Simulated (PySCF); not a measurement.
A calculated (PBE, PySCF 2.14, aug-cc-pVTZ-DK, scalar relativity by spin-free X2C-1e) atom or ion has these occupied shells.

```tsv
shell	electrons	orbital energy (eV)	rms radius, mean of both spins (bohr)
1s α	1	-7579.4	0.0648
1s β	1	-7579.4	0.0648
2s α	1	-890.38	0.277
2s β	1	-889.89	0.277
2p α	3	-761.55	0.249
2p β	3	-761.18	0.249
3s α	1	-95.091	0.838
3s β	1	-93.963	0.838
3p α	3	-58.541	0.900
3p β	3	-57.442	0.900
3d α	5	-2.288	1.70
3d β	4	-1.492	1.70
```

Name the element and its charge.

Co (cobalt, neutral), in [Ar] 3d9, 2D determinant (an excited configuration).
